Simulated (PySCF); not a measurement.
A run for PySCF: D3(BJ) and D4 dispersion corrections on H2SSe2 (SMILES S[Se][SeH]), a point of a torsion scan.

```python
from pyscf import gto
from pyscf.dispersion import dftd3, dftd4

mol = gto.M(
    atom='''
    S     1.70591979    0.02250390    0.11074064
    Se    0.09964097   -1.29563995   -0.49056808
    Se   -1.73940347   -0.50038939    0.76627601
    H     1.51557313    0.97476399   -0.81060482
    H    -2.34620094   -1.81128574    0.83319646
    ''',
    basis='def2-svp',
    charge=0, spin=0, verbose=0, max_memory=1800)
d3, d4 = {}, {}
for xc in ['hf', 'pbe', 'blyp', 'revpbe', 'tpss', 'r2scan', 'b3lyp', 'pbe0', 'bhlyp', 'camb3lyp', 'b2plyp']:
    d3[xc] = float(dftd3.DFTD3Dispersion(mol, xc=xc, version='d3bj', atm=False).get_dispersion()['energy'])
    print(f'D3(BJ) {xc:10s} {d3[xc]:14.8f} Eh')
for xc in ['hf', 'pbe', 'blyp', 'revpbe', 'tpss', 'r2scan', 'b3lyp', 'pbe0', 'bhlyp', 'camb3lyp', 'b2plyp']:
    d4[xc] = float(dftd4.DFTD4Dispersion(mol, xc={'camb3lyp': 'cam-b3lyp'}.get(xc, xc), atm=True).get_dispersion()['energy'])
    print(f'D4     {xc:10s} {d4[xc]:14.8f} Eh')
```

It printed:

```
D3(BJ) hf            -0.04638707 Eh
D3(BJ) pbe           -0.00534881 Eh
D3(BJ) blyp          -0.01287842 Eh
D3(BJ) revpbe        -0.01241879 Eh
D3(BJ) tpss          -0.00718168 Eh
D3(BJ) r2scan        -0.00144299 Eh
D3(BJ) b3lyp         -0.01085014 Eh
D3(BJ) pbe0          -0.00505313 Eh
D3(BJ) bhlyp         -0.00985216 Eh
D3(BJ) camb3lyp      -0.00533349 Eh
D3(BJ) b2plyp        -0.00581720 Eh
D4     hf            -0.01812639 Eh
D4     pbe           -0.00564851 Eh
D4     blyp          -0.01214993 Eh
D4     revpbe        -0.01382625 Eh
D4     tpss          -0.00756498 Eh
D4     r2scan        -0.00117170 Eh
D4     b3lyp         -0.00940986 Eh
D4     pbe0          -0.00480157 Eh
D4     bhlyp         -0.00877308 Eh
D4     camb3lyp      -0.00503509 Eh
D4     b2plyp        -0.00387766 Eh
```

The run finished.

Cost: about 0.010 core-seconds (a rough figure).
